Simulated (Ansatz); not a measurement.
Ansatz results at the PBE0-D4/def2-TZVP geometry: size of the dipole moment (ωB97M-V/def2-TZVPP) 1.31 D; LUMO energy (PBE0/def2-TZVPP) 1.16 eV; HOMO–LUMO gap (ωB97M-V/def2-TZVPP) 15.25 eV.

Each molecule was computed in one conformer, which needn't be the lowest.

Which molecule gave them?
A. `FCC(F)C(F)(F)OC(F)F`
B. `C[C@@H]1O[C@H]1F`
C. `FCC(F)(F)OCC(F)(F)F`
D. `FCC(F)(F)OC(F)(F)CF`

D. The others give `FCC(F)(F)OCC(F)(F)F`: 0.42, 1.18, 14.97; `FCC(F)C(F)(F)OC(F)F`: 0.88, 1.00, 15.36; `C[C@@H]1O[C@H]1F`: 2.55, 1.43, 13.73.
